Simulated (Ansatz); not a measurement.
CH₄AlFO (`[OH][AlH][CH2]F`). The species carries charge 0 and has multiplicity 1.

Cartesian coordinates in Å:
```
O 1.083 -1.603 -0.382
Al 0.568 0.006 -0.530
C -0.925 0.496 0.666
F -1.277 1.839 0.475
H 1.793 -1.991 -0.890
H 1.252 1.001 -1.552
H -0.673 0.364 1.725
H -1.820 -0.112 0.488
```

Q: Give the diagnostics of a CCSD(T)/def2-TZVPP run (frozen core, the Gaussian-basis code of Ansatz). (Estimate.)

A: Ansatz gave: T1 = 0.0120, largest single amplitude 0.023, largest double 0.022, (T) share of the correlation energy 3.2 %, 9 CCSD cycles. The RHF solution is stable towards an unrestricted one. T1 lies under the customary mark of 0.02 for closed shells.
